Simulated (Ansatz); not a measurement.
AlClFHOSi (`F[Si]1(Cl)[O][AlH]1`), 6 atoms. The species carries charge 0 and has multiplicity 1. All runs use 2 threads of an Intel Xeon Platinum 8488C on a shared host. Correlated methods freeze the cores.

Q: Give the basis size and wall time and peak host memory of each of these runs in Ansatz. RHF-MP2/def2-QZVPP energy; RKS PBE0-D4/def2-TZVP frequencies; RKS PBE0-D4/def2-TZVP relaxation (8 steps); RKS PBE-D4/def2-TZVPP energy and forces; RKS r2SCAN0-D4/def2-TZVPP energy; RKS ωB97M-V/def2-QZVPP energy; RKS PBE0-D4/def2-TZVPP energy; RKS ωB97M-V/def2-SVP energy; direct RPA on PBE orbitals/def2-TZVPP energy; RKS PBE0-D4/def2-QZVPP energy; RHF-CCSD(T)/def2-SVP energy; RHF-CCSD(T)/def2-TZVPP energy. (An estimate is asked.)

A: Computed: Other jobs shared the machine, so times are rough.

```csv
level,job,functions,wall time,peak host memory (GiB)
RHF-CCSD(T)/def2-SVP,energy,87,2 s,0.25
RKS PBE-D4/def2-TZVPP,energy and forces,202,2.1 s,0.26
RKS PBE0-D4/def2-TZVPP,energy,202,2.6 s,0.5
direct RPA on PBE orbitals/def2-TZVPP,energy,202,4 s,0.39
RKS r2SCAN0-D4/def2-TZVPP,energy,202,4.2 s,0.52
RKS ωB97M-V/def2-SVP,energy,87,4.4 s,0.26
RKS PBE0-D4/def2-QZVPP,energy,354,8 s,1.2
RHF-MP2/def2-QZVPP,energy,354,14 s,1.4
RKS ωB97M-V/def2-QZVPP,energy,354,16 s,1.3
RKS PBE0-D4/def2-TZVP,relaxation (8 steps),179,29 s,0.47
RHF-CCSD(T)/def2-TZVPP,energy,202,49 s,2.4
RKS PBE0-D4/def2-TZVP,frequencies,179,84 s,0.46
```
